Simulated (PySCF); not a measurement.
Fill in the blanks.

C₅H₆N₂O₂.
Structure used (GFN2-xTB), in Å, numbered top down from 1:
```xyz
15
C5H6N2O2 angstrom
C      2.9593    0.3309   -0.1656
C      1.5319    0.4117    0.2876
O      1.1438    0.9840    1.2751
O      0.7339   -0.2501   -0.5677
C     -0.6084   -0.3358   -0.3902
N     -1.3787   -0.9820   -1.2200
C     -2.6357   -0.8472   -0.7176
C     -2.6111   -0.1093    0.4287
N     -1.2988    0.2190    0.6367
H      3.5945    0.8698    0.5301
H      3.0480    0.7576   -1.1618
H      3.2631   -0.7117   -0.2198
H     -3.4683   -1.2929   -1.2212
H     -3.3854    0.2036    1.0967
H     -0.8925    0.7603    1.3872
```

```csv
property,level,value
point group of the GFN2-xTB geometry,GFN2-xTB,Cs
"rotational constants A, B, C of the GFN2-xTB geometry",GFN2-xTB,?
dipole moment,CAM-B3LYP/def2-SVPD,2.17 D
HOMO energy,CAM-B3LYP/def2-SVPD,?
LUMO energy,CAM-B3LYP/def2-SVPD,0.48 eV
lowest singlet excitation,TDDFT CAM-B3LYP/def2-SVPD,"5.67 eV (219 nm, f = 0.229)"
lowest triplet excitation (Tamm–Dancoff),TDA CAM-B3LYP/def2-SVPD,4.43 eV
static isotropic polarisability,CAM-B3LYP/def2-SVPD,77.7 au
electronic spatial extent ⟨r²⟩ about the centre of nuclear charge,CAM-B3LYP/def2-SVPD,?
```

The electronic properties come from PySCF, for the isolated species, density fitting.

(1) Give the rotational constants A, B, C of the GFN2-xTB geometry.

(2) What is the HOMO energy?

(3) What is the electronic spatial extent ⟨r²⟩ about the centre of nuclear charge?

Results:

(1) 5.102, 1.092, 0.905 GHz.

(2) -7.84 eV.

(3) 1234 bohr².

The dipole equals about 7.2 × 10⁻³⁰ C·m (1 D = 3.33564 × 10⁻³⁰ C·m). The polarisability is 11.51 Å³ as a volume (1 au = 0.148185 Å³), or 1.18 au for each of the 66 electrons. No computed singlet falls in the visible range (750 to 380 nm, 1.65 to 3.26 eV); S1 lies 2.41 eV above its blue end. The vertical singlet–triplet gap S1 − T1 is 1.24 eV (TDDFT singlet less Tamm–Dancoff triplet). The rotational constants make it an asymmetric top with κ = (2B − A − C)/(A − C) = -0.91, nearer the prolate limit (−1).

One conformer stands for the species.
